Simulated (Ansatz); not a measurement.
`N=C(I)O[SiH3]` + NH₃ → `N=C(N)O[SiH3]` + HI at 600 K and 1 bar (substitution at a C–I bond).

Gas-phase electronic energies from Ansatz, PBE0-D4/def2-TZVP geometries. CCSD(T)/CBS adds triple-zeta CCSD(T) − MP2 to the extrapolated MP2 energy (def2 sets, frozen cores). This one scheme is used for every species. def2 core potentials past Kr. For I outer-core shells are correlated without core-valence functions, which leaves a few kJ/mol of doubt a bond. Each species was taken in one conformer, which may not be the lowest.

| species | CCSD(T)/CBS energy (Eh) | H − E (kJ/mol) | S (J/(mol·K)) |
| --- | --- | --- | --- |
| `N=C(I)O[SiH3]` | -756.85560 | 191.1 | 450.3 |
| NH₃ | -56.50880 | 112.4 | 219.5 |
| `N=C(N)O[SiH3]` | -515.34540 | 268.3 | 436.9 |
| HI | -298.03592 | 31.6 | 227.0 |

H − E and S are ideal-gas, rigid-rotor, harmonic terms from PBE0-D4/def2-TZVP, for one conformer and one mirror image of each species. 1 Eh = 2625.50 kJ/mol, R = 8.31446 J/(mol·K).

By hand: ΔE, ΔH, ΔS and ΔG.

ΔE = (-515.34540) + (-298.03592) − (-756.85560) − (-56.50880) = -0.01692 Eh = -44.4 kJ/mol. Δ(H − E) = 268.3 + 31.6 − 191.1 − 112.4 = -3.6, so ΔH = -48.0 kJ/mol. ΔS = 436.9 + 227.0 − 450.3 − 219.5 = -5.9 J/(mol·K). ΔG = -48.0 − 600 × (-5.9)/1000 = -44.5 kJ/mol.

By hand: the equilibrium constant, and the temperature at which ΔG would vanish if ΔH and ΔS stayed fixed.

log₁₀ K = −ΔG/(RT ln 10) = 3.9. ΔG = 0 at ΔH/ΔS = 8136 K, far beyond where these terms or the molecules hold.

The number of gas molecules stays the same, so ΔS is small and ΔH decides. A doubt of 5 kJ/mol in ΔE shifts log₁₀ K by 0.4 here. Other conformers and mirror images would add mixing entropy, several J/(mol·K) or more a flexible species. Modes under 60 cm⁻¹, often nearly free rotors, make the harmonic entropy too high. These are equilibria of isolated gas molecules and say nothing of rates. Largest T1 diagnostic: 0.013 (customary marks: 0.02 for closed shells, 0.045 for open ones).
